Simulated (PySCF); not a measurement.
## Stretching KF

Set-up: basis K x2c-TZVPall, F x2c-TZVPall; spin-free X2C with a Gaussian nucleus; PySCF 2.14. Energies in eV from K + F in their ground configurations at the same level. State: ¹Σ⁺ (singlet), closed shell.

```json
{"R (Å)": "1.887", "PBE0": "-4.120"}
{"R (Å)": "1.975", "PBE0": "-4.461"}
{"R (Å)": "2.062", "PBE0": "-4.646"}
{"R (Å)": "2.128", "PBE0": "-4.709"}
{"R (Å)": "2.194", "PBE0": "-4.726"}
{"R (Å)": "2.260", "PBE0": "-4.706"}
{"R (Å)": "2.348", "PBE0": "-4.638"}
{"R (Å)": "2.457", "PBE0": "-4.508"}
{"R (Å)": "2.589", "PBE0": "-4.315"}
{"R (Å)": "2.764", "PBE0": "-4.029"}
```

Q: Put a parabola through the three lowest points of the PBE0 curve and estimate Re, k and ωe (reduced mass 12.77 u; 1 eV/Å² = 0.16022 mdyn/Å; ωe = 1302.8·√(k/μ) cm⁻¹).

A: Through R = 2.128, 2.194, 2.26 Å the second-order coefficient is 4.25 eV/Å², so Re ≈ 2.191 Å, k ≈ 1.36 mdyn/Å and ωe ≈ 425 cm⁻¹. A polynomial fit of higher order to the unrounded PBE0 energies gives Re = 2.187 Å, k = 1.37 mdyn/Å, ωe = 427 cm⁻¹; anharmonicity and rounding make the difference.

The higher-order fit for each curve: PBE0: Re = 2.187 Å, ωe = 427 cm⁻¹, De = 4.73 eV.
